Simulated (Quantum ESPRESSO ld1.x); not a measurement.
Eu I, 63 electrons, occupied as [Xe] 4f7 6s2.

Method: scalar-relativistic Kohn-Sham, LDA (Slater exchange, Perdew-Zunger correlation), spin-polarised, spherical densities, point nucleus; open shells are filled with parallel spins first; computed with ld1.x of Quantum ESPRESSO 7.5.

Energy parts (eV):
| part | energy |
|---|---|
| total | -294888.9 |
| kinetic | 315872.1 |
| electron-nucleus | -719047.3 |
| Hartree | 114679.7 |
| exchange-correlation | -6393.4 |

Orbitals (lengths in bohr, moments of r in powers of bohr):
\begin{tabular}{lrrr}
orbital & occ. & eigenvalue (eV) & <r^4> \\ \hline
1s up & 1 & -48324.0 & 1.228e-06 \\
1s down & 1 & -48324.0 & 1.228e-06 \\
2s up & 1 & -7935.46 & 0.0001965 \\
2s down & 1 & -7935.38 & 0.0001965 \\
2p up & 3 & -7073.14 & 0.0001461 \\
2p down & 3 & -7073.07 & 0.0001461 \\
3s up & 1 & -1745.71 & 0.007687 \\
3s down & 1 & -1743.38 & 0.007662 \\
3p up & 3 & -1477.34 & 0.008043 \\
3p down & 3 & -1475.03 & 0.008011 \\
3d up & 5 & -1117.55 & 0.006453 \\
3d down & 5 & -1115.74 & 0.006415 \\
4s up & 1 & -347.430 & 0.1912 \\
4s down & 1 & -342.096 & 0.1913 \\
4p up & 3 & -259.118 & 0.2514 \\
4p down & 3 & -253.820 & 0.2520 \\
4d up & 5 & -136.074 & 0.4046 \\
4d down & 5 & -130.860 & 0.4098 \\
5s up & 1 & -45.7233 & 6.743 \\
5s down & 1 & -42.8538 & 7.252 \\
5p up & 3 & -24.5901 & 14.16 \\
5p down & 3 & -22.4365 & 15.89 \\
4f up & 7 & -4.1886 & 5.661 \\
6s up & 1 & -3.8649 & 617.0 \\
6s down & 1 & -3.6101 & 701.6 \\
\end{tabular}

The highest occupied level is 6s down at -3.610 eV. The density falls to 0.001 e/bohr^3 at r = 5.23 bohr. For comparison, the ionisation energy in NIST's Atomic Spectra Database is 5.670 eV (measured). In exact Kohn-Sham theory the highest level is minus the ionisation energy, but local and semilocal functionals leave it too shallow, through self-interaction and a potential that decays too fast; potentials with the right tail come closer. Summed over all electrons, <r^2> = 81.65 bohr^2, which gives a Langevin (diamagnetic) susceptibility term of -64.7 x 10^-6 cm^3/mol.
